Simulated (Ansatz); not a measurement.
Geometry optimisation, RKS PBE-D4/def2-SVP in Ansatz.

Input:

```yaml
crystal:
  periodic: [false, false, false]
  atoms:
    - { symbol: Sn, position_ang: [0.062108, -0.08307, 0.021268] }
    - { symbol: H, position_ang: [0.663137, 0.059885, 1.62896] }
    - { symbol: H, position_ang: [1.769938, 0.113909, 0.053696] }
    - { symbol: O, position_ang: [-0.812881, 1.558258, -0.7558] }
    - { symbol: H, position_ang: [-1.690038, 1.679086, -0.344903] }
    - { symbol: C, position_ang: [-0.952852, -1.850307, -0.70685] }
    - { symbol: H, position_ang: [-1.611322, -2.25114, 0.086731] }
    - { symbol: H, position_ang: [-1.552057, -1.574855, -1.596403] }
    - { symbol: H, position_ang: [-0.196132, -2.609066, -0.985499] }
basis:
  gaussian: { orbitals: def2-SVP }
hamiltonian:
  xc: pbe
  dispersion: d4
relax:
  f_tol: 0.03
  max_steps: 50
```

Command:

```bash
$ ansatz run input.yaml --threads 2 --pin off --max-ram 3072MiB --backend cpu --events-out ev --progress --plain --runs-dir out
```

Task: Where does it end, and by what steps?

Result: It converged. The force dipped under the threshold on the way, but the program's further checks kept it going. After 18 steps the energy has fallen by 0.943 eV; H3 moved furthest, 0.79 Å.

```csv
step,energy less start (eV),largest force component (eV/Å),accepted
0,0.0000,1.631,yes
1,-0.5519,0.922,yes
2,-0.6841,1.065,yes
3,-0.9100,0.381,yes
4,-0.9340,0.183,yes
5,-0.9375,0.085,yes
6,-0.9391,0.031,yes
7,-0.9377,0.234,no
8,-0.9393,0.071,yes
9,-0.9400,0.134,yes
10,-0.9409,0.052,yes
11,-0.9416,0.005,yes
12,-0.9395,0.227,no
13,-0.9422,0.036,yes
14,-0.9420,0.107,no
15,-0.9426,0.027,yes
16,-0.9427,0.057,yes
17,-0.9428,0.035,yes
18,-0.9429,0.002,yes
```

```xyz
9
Properties=species:S:1:pos:R:3
Sn 0.168 -0.067 0.034
H 0.304 -0.068 1.769
H 1.698 0.151 -0.735
O -0.824 1.595 -0.549
H -1.655 1.681 -0.044
C -0.871 -1.833 -0.676
H -1.847 -1.936 -0.164
H -1.035 -1.748 -1.767
H -0.258 -2.732 -0.468
```

Whether the end is a true minimum wasn't checked by a vibrational analysis.

Run time: 21 s on 2 threads of Arm Neoverse V2 (shared host), peak memory 0.12 GiB.
